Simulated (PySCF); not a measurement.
SCF from a fresh guess for singlet ReF3, at the PBE0 minimum. PySCF input:

```python
from pyscf import gto, scf, dft
mol = gto.M(atom='''
Re    -0.047402     0.000000    -0.027245
F      0.369072     0.000000     1.749799
F      1.697733    -0.000000    -0.561882
F     -1.602949     0.000000    -0.921311''',
    basis={'Re': 'def2-SVP', 'F': 'def2-SVP'},
    ecp={'Re': 'def2-SVP'},
    charge=0, spin=0)
mf = dft.RKS(mol, xc='PBE0')
mf.grids.atom_grid = (50, 194)
aux = {'Re': 'def2-universal-JKFIT', 'F': 'def2-universal-JKFIT'}
mf = mf.density_fit(auxbasis=aux)
mf.conv_tol = 1e-08
mf.diis_space = 10
mf.max_cycle = 60
mf.init_guess = 'minao'
mf.verbose = 4
mf.kernel()
```

Excerpt of the output (cycles and frontier levels):

```
init E= -365.10677849363
  HOMO = -0.438654096514755  LUMO = -0.420796032225084  gap/eV = 0.48594
cycle= 1 E= -377.135773630424  delta_E=  -12  |g|= 0.921  |ddm|= 7.82
  HOMO = -0.217469962187355  LUMO = -0.1402803514395  gap/eV = 2.10044
cycle= 2 E= -376.54101717493  delta_E= 0.595  |g|= 2.08  |ddm|= 1.81
  HOMO = -0.185915266037384  LUMO = -0.08979974874972  gap/eV = 2.61544
cycle= 3 E= -377.268982021994  delta_E= -0.728  |g|= 0.267  |ddm|= 1.42
  HOMO = -0.24189972136792  LUMO = -0.14478640723274  gap/eV = 2.64259
cycle= 4 E= -377.285745573498  delta_E= -0.0168  |g|= 0.0633  |ddm|= 0.364
  HOMO = -0.243827097861536  LUMO = -0.140507934004616  gap/eV = 2.81146
cycle= 5 E= -377.28666689991  delta_E= -0.000921  |g|= 0.0507  |ddm|= 0.123
  HOMO = -0.240118331977692  LUMO = -0.136758443547629  gap/eV = 2.81257
cycle= 6 E= -377.287344234621  delta_E= -0.000677  |g|= 0.0124  |ddm|= 0.0712
  HOMO = -0.243122900666937  LUMO = -0.138110128837089  gap/eV = 2.85754
cycle= 7 E= -377.287607291471  delta_E= -0.000263  |g|= 0.00458  |ddm|= 0.0941
  HOMO = -0.244587538340608  LUMO = -0.138668432770888  gap/eV = 2.88221
cycle= 8 E= -377.287659166597  delta_E= -5.19e-05  |g|= 0.00128  |ddm|= 0.0544
  HOMO = -0.244793484614937  LUMO = -0.1386849792291  gap/eV = 2.88736
cycle= 9 E= -377.28766125183  delta_E= -2.09e-06  |g|= 0.000453  |ddm|= 0.0128
  HOMO = -0.24471926726936  LUMO = -0.138619651478372  gap/eV = 2.88712
cycle= 10 E= -377.287661295509  delta_E= -4.37e-08  |g|= 0.000144  |ddm|= 0.000609
  HOMO = -0.244717035366091  LUMO = -0.138615907345128  gap/eV = 2.88716
cycle= 11 E= -377.287661298219  delta_E= -2.71e-09  |g|= 7.9e-05  |ddm|= 0.000132
  HOMO = -0.244714155470316  LUMO = -0.138610793670452  gap/eV = 2.88722
Extra cycle  E= -377.287661294288  delta_E= 3.93e-09  |g|= 0.000169  |ddm|= 0.000173
converged SCF energy = -377.287661294288
```

No lower solution of this spin was found by a stability analysis within the restricted form, which does not test spin polarisation.

At the minimum of this search the closed-shell solution is unstable towards spin polarisation, so a lower open-shell solution exists. Spin–orbit coupling, left out here, can matter for elements this heavy.

The search for the lowest solution, with the stability check, took 2.1 s on 2 threads of a shared Intel Xeon Platinum 8488C (Sapphire Rapids) host, with 74 basis functions; the process peaked at 0.32 GiB.
